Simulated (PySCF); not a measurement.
**WO(OH) + H₂O → H₃WO + O₂**

Level: PBE0 in the def2-TZVP basis family, computed in PySCF with density fitting; scalar-relativistic core potentials for atoms from Rb on, none lighter, no spin–orbit coupling; open shells unrestricted.

```json
{"species": "WO(OH)", "state and structure": "quartet, Cs, O–H 0.956 Å, W–O 1.702 Å, W–O 1.901 Å; H–O–W 143.9°, O–W–O 147.8°", "ZPE (kJ/mol)": "40.7", "H(298 K) − H(0) (kJ/mol)": "13.2", "S° (J/(mol K))": "302.4"}
{"species": "H₂O", "state and structure": "singlet, C2v, O–H 0.960 Å (×2); H–O–H 105.1°", "ZPE (kJ/mol)": "56.5", "H(298 K) − H(0) (kJ/mol)": "9.9", "S° (J/(mol K))": "188.7"}
{"species": "H₃WO", "state and structure": "doublet, Cs, W–H 1.686 Å, W–H 1.740 Å (×2), W–O 1.673 Å; H–W–H 100.7° (×2), H–W–H 124.3°, H–W–O 96.1°, H–W–O 114.0° (×2)", "ZPE (kJ/mol)": "57.0", "H(298 K) − H(0) (kJ/mol)": "14.0", "S° (J/(mol K))": "299.8"}
{"species": "O₂", "state and structure": "triplet, D∞h, O–O 1.193 Å", "ZPE (kJ/mol)": "10.3", "H(298 K) − H(0) (kJ/mol)": "8.7", "S° (J/(mol K))": "204.9"}
```

Task: Is the gas-phase reaction uphill or downhill in electronic energy at this level, and by how much?

Result: At PBE0/def2-TZVP, ΔE = 453.9 kJ/mol, uphill. 

Task: Add zero-point, thermal and entropy terms for 298.15 K and 1 bar.

Result: ΔZPE = -29.9 and Δ[H(298) − H(0)] = -0.4 kJ/mol give ΔH° = 423.6 kJ/mol. ΔS° = 13.6 J/(mol K), so ΔG° = 423.6 − 298.15 × (0.0136) = 420 kJ/mol.

Spin–orbit coupling can matter for WO(OH), H₃WO and is left out. Open d or f shells are single determinants, so the state found may not be the ground state. The structures come from searches over a few start shapes, so lower isomers are not excluded.
